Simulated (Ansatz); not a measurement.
CH4F2HfOSe, SMILES `C[Se][Hf]([OH])([F])[F]`. The species carries charge 0 and has multiplicity 1. Correlated methods include outer-core shells of Hf, Se, which these sets cover unevenly. Scalar relativity is left out up to krypton. Hf takes the def2 core potential.

Z-matrix (Å, degrees):
```
C
Se 1 1.975
H 1 1.088 2 110.4
H 1 1.089 2 111.0 3 123.3
H 1 1.088 2 106.2 3 -118.5
Hf 2 2.568 1 93.4 3 -68.8
F 6 1.908 2 108.2 1 -56.9
O 6 1.899 2 107.3 1 -179.1
F 6 1.907 2 108.5 1 58.7
H 8 0.952 6 170.4 2 178.8
```

(1) Give the diagnostics of a CCSD(T)/def2-TZVPP run (frozen core, Ansatz 0.2.0). (Best estimate.)

Answers

(1) Computed: T1 = 0.0144, largest single amplitude 0.029, largest double 0.035, (T) share of the correlation energy 3.6 %, 10 CCSD cycles. The RHF solution is stable towards an unrestricted one. T1 lies under the customary mark of 0.02 for closed shells.
